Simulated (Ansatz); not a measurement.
Ga₈N₈H₂₂⁺, a nanocrystal cut from wurtzite GaN (hydrogen-capped). Charge 1, multiplicity 2. Geometry r2SCAN-D4/def2-SVP, that of the neutral singlet; atoms count from 1.

```csv
atom,x (Å),y (Å),z (Å)
Ga1,1.859,-0.466,3.197
N2,2.879,-1.227,1.618
N3,0.165,0.021,2.259
Ga4,0.476,1.407,0.900
Ga5,1.966,-1.363,-0.153
N6,1.432,0.478,-0.560
N7,-1.279,1.864,0.141
Ga8,-1.131,3.349,-1.186
Ga9,0.510,0.497,-2.288
N10,0.029,2.416,-2.564
Ga11,-0.756,-1.597,1.689
N12,0.270,-2.256,0.167
N13,-2.453,-0.925,0.868
Ga14,-2.329,0.411,-0.618
Ga15,-0.805,-2.384,-1.527
N16,-1.150,-0.443,-1.916
H17,2.621,0.830,3.643
H18,1.590,-1.686,4.151
H19,3.738,-0.684,1.494
H20,3.212,-2.160,1.877
H21,-0.402,0.461,2.994
H22,1.271,2.644,1.434
H23,2.929,-2.030,-1.189
H24,2.305,0.999,-0.701
H25,-1.824,2.277,0.908
H26,-0.272,4.519,-0.592
H27,-2.523,3.561,-1.884
H28,1.350,-0.013,-3.506
H29,0.896,2.950,-2.675
H30,-0.432,2.501,-3.475
H31,-1.083,-2.658,2.790
H32,0.484,-3.240,0.366
H33,-3.066,-0.560,1.603
H34,-2.952,-1.742,0.497
H35,-3.762,0.761,-1.138
H36,0.105,-2.975,-2.662
H37,-2.193,-3.053,-1.163
H38,-1.674,-0.485,-2.799
```

Single mean-field runs in def2-TZVP are fitted with def2-universal-jkfit.

Q: Estimate the Mulliken populations of the heavy atoms from the PBE0/def2-TZVP orbitals of Ansatz.

A: 
| atom | charge (e) | spin (α − β) |
| --- | --- | --- |
| Ga1 | 0.21 | 0.02 |
| N2 | -0.57 | 0.00 |
| N3 | -0.42 | 0.14 |
| Ga4 | 0.26 | 0.00 |
| Ga5 | 0.28 | 0.01 |
| N6 | -0.46 | 0.01 |
| N7 | -0.43 | 0.09 |
| Ga8 | 0.21 | 0.02 |
| Ga9 | 0.27 | 0.00 |
| N10 | -0.56 | 0.02 |
| Ga11 | 0.31 | 0.00 |
| N12 | -0.45 | 0.05 |
| N13 | -0.54 | 0.01 |
| Ga14 | 0.30 | 0.00 |
| Ga15 | 0.19 | 0.02 |
| N16 | -0.47 | 0.01 |
Mulliken values depend strongly on the basis.

Q: Where does the spin sit?

A: Summed by element: Ga 0.08, N 0.34, H 0.58, of 1 unpaired in all. Largest on single atoms: N3 0.14, H27 0.13, H18 0.12.

Q: And the Mayer bond orders between heavy atoms (over 0.3)?

A: Ga1–N2 0.65 (2.03 Å); Ga1–N3 0.70 (2.00 Å); N2–Ga5 0.72 (2.00 Å); N3–Ga4 0.73 (1.97 Å); N3–Ga11 0.79 (1.95 Å); Ga4–N6 0.76 (1.98 Å); Ga4–N7 0.77 (1.97 Å); Ga5–N6 0.77 (1.96 Å); Ga5–N12 0.77 (1.94 Å); N6–Ga9 0.77 (1.96 Å); N7–Ga8 0.69 (2.00 Å); N7–Ga14 0.79 (1.95 Å); Ga8–N10 0.65 (2.03 Å); Ga9–N10 0.72 (2.00 Å); Ga9–N16 0.80 (1.94 Å); Ga11–N12 0.79 (1.95 Å); Ga11–N13 0.71 (2.00 Å); N12–Ga15 0.70 (2.01 Å); N13–Ga14 0.68 (2.00 Å); Ga14–N16 0.79 (1.95 Å); Ga15–N16 0.71 (2.01 Å).
